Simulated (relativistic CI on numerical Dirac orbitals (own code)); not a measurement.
## Sb13+: q coefficients and field-shift factors

Method of calculation: Dirac-Coulomb-Breit CI, KLI orbitals optimised for each configuration, derivatives by finite differences, unscaled Slater integrals, QED left out (own radial code, finite nucleus).

CI space (outside the closed core [Ar] 3d10 4s2): 4p6.4d2, 4p5.4d3, 4p6.4d.4f, 4p6.4f2, 4p6.4d.5s, 4p6.4d.5p, 4p6.4f.5s. Double excitations out of closed p, d and f shells are left out; levels of such configurations are missing from the list, as are those of other unlisted configurations, and high levels can miss mixing partners.

With x = (α/α₀)² − 1 an excitation energy changes as ω = ω₀ + qx; K = 2q/ω₀ is the relative enhancement. Terms are leading LS components, so labels can repeat. The field-shift factor is F = δν/δ⟨r²⟩ for the transition from the lowest level.

Lowest level 4p6.4d2 3F_2.

```tsv
Level	ω₀ (cm⁻¹)	q (cm⁻¹)	K	F (GHz/fm²)
4p6.4d2 3F_3	11187	12560	2.25	0.133
4p6.4d2 3F_4	21339	20910	1.96	0.229
4p6.4d2 3P_0	26639	3920	0.294	0.111
4p6.4d2 1D_2	29105	11260	0.774	0.18
4p6.4d2 3P_1	32765	12580	0.768	0.199
4p6.4d2 3P_2	45431	26300	1.16	0.349
4p6.4d2 1G_4	46810	18310	0.783	0.282
4p6.4d2 1S_0	90145	21080	0.468	0.441
4p5.4d3 5D°_2	546434	19600	0.0717	1.78
4p5.4d3 5D°_1	547748	20580	0.0751	1.7
4p5.4d3 5F°_3	548663	24370	0.0888	1.89
4p5.4d3 5D°_0	550525	24080	0.0875	1.68
4p5.4d3 5S°_2	552043	33580	0.122	1.71
```

At this charge energies of transitions that change n are usually good to better than 1 %, and those within a shell (Δn = 0) to a few per cent. Terms inside the open d or f shell come out 10 to 20 % too wide with unscaled integrals. Levels and lines within the n = 5 or 6 shells can be off by up to 10 % or somewhat more, and those that change n by about 2 %, since core polarisation is missing.
